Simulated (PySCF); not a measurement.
Can point charges reproduce the dipole moment of `FC(F)([Si@](N)(P)[SiH3])F`?

Coordinates (GFN2-xTB, Å) and charges (e) from the PBE0/pcSseg-1 density (PySCF):

| atom | x | y | z | Mulliken | IAO | Hirshfeld | ESP-fitted |
| --- | --- | --- | --- | --- | --- | --- | --- |
| N1 | 0.699 | 0.871 | 1.589 | -0.6177 | -0.8349 | -0.3161 | -0.9946 |
| Si2 | -0.098 | 0.279 | 0.178 | +0.4916 | +0.6949 | +0.2588 | +0.4027 |
| Si3 | 1.435 | 0.134 | -1.576 | +0.2403 | +0.2815 | +0.2167 | +0.0314 |
| P4 | -2.200 | 1.084 | -0.061 | -0.1891 | -0.1065 | -0.0229 | -0.3349 |
| C5 | -0.480 | -1.530 | 0.801 | +0.5347 | +0.5554 | +0.1619 | +0.5219 |
| F6 | -1.359 | -2.173 | 0.001 | -0.2812 | -0.2929 | -0.1083 | -0.2071 |
| F7 | 0.620 | -2.313 | 0.838 | -0.2764 | -0.2856 | -0.1039 | -0.2117 |
| F8 | -1.004 | -1.570 | 2.041 | -0.2758 | -0.2830 | -0.0982 | -0.1914 |
| H9 | 0.380 | 0.592 | 2.506 | +0.2099 | +0.2746 | +0.1172 | +0.3764 |
| H10 | 1.048 | 1.815 | 1.619 | +0.1989 | +0.2659 | +0.1197 | +0.4330 |
| H11 | 1.920 | 1.485 | -1.876 | -0.0655 | -0.0976 | -0.0736 | -0.0152 |
| H12 | 2.585 | -0.715 | -1.274 | -0.0351 | -0.0788 | -0.0606 | +0.0073 |
| H13 | 0.787 | -0.371 | -2.790 | -0.0560 | -0.0943 | -0.0708 | -0.0461 |
| H14 | -2.521 | 0.280 | -1.144 | +0.0684 | +0.0064 | -0.0078 | +0.1019 |
| H15 | -1.816 | 2.141 | -0.874 | +0.0531 | -0.0053 | -0.0119 | +0.1263 |

**Question.** Form Σ q r in debye for every column and set it beside the full dipole.

**Answer.** The full density gives (0.99, 2.93, -0.64) D, 3.16 D in size; dipole vectors point from the negative to the positive end.

| scheme | μx | μy | μz | size (D) | share of the full size (%) | angle to the full dipole (°) |
| --- | --- | --- | --- | --- | --- | --- |
| Mulliken | 1.30 | 4.12 | -2.79 | 5.14 | 163 | 21 |
| IAO | 0.65 | 4.14 | -1.68 | 4.52 | 143 | 14 |
| Hirshfeld | 0.37 | 1.93 | -0.17 | 1.97 | 62 | 10 |
| ESP-fitted | 0.97 | 3.00 | -0.59 | 3.21 | 102 | 1 |

**Question.** Which set comes closest?

**Answer.** Length of the difference vector: ESP-fitted 0.09 D, Hirshfeld 1.27 D, IAO 1.63 D, Mulliken 2.48 D. Closest: ESP-fitted. The schemes that divide the density aren't constrained to reproduce the dipole.

**Question.** What is left for the Hirshfeld atoms' own dipoles?

**Answer.** The shares of the density sum to the whole, so what Σ q r misses lies in dipoles about the nuclei. The atomic dipoles sum to (0.99, 2.93, -0.64) − (0.37, 1.93, -0.17) = (0.62, 1.00, -0.47) D, 1.27 D in size.

**Question.** With the origin at the mean of the coordinates, (0.000, 0.001, -0.001) Å, which are the largest single terms, by size, of the ESP-fitted dipole along the direction of the full one?

**Answer.** C5 -4.34, H10 +3.50, N1 -3.37, F6 +2.43, F7 +2.16 D; all 15 atoms together +3.21 D. The single terms depend on the origin, their sum doesn't.

**Question.** Give the size of the full dipole in other units.

**Answer.** 3.16 D = 1.243 au = 0.658 e·Å = 10.54 × 10⁻³⁰ C·m.

Geometry: GFN2-xTB, one conformer, isolated molecule.

Conformer computed: `[NH2:1][Si@:2]([SiH3:3])([PH2:4])[C:5]([F:6])([F:7])[F:8]`: N1–Si2–C5–F6 167°, H–N1–Si2–Si3 -150°, H–N1–Si2–Si3 67°, H–P4–Si2–N1 -173°, H–P4–Si2–N1 94°.
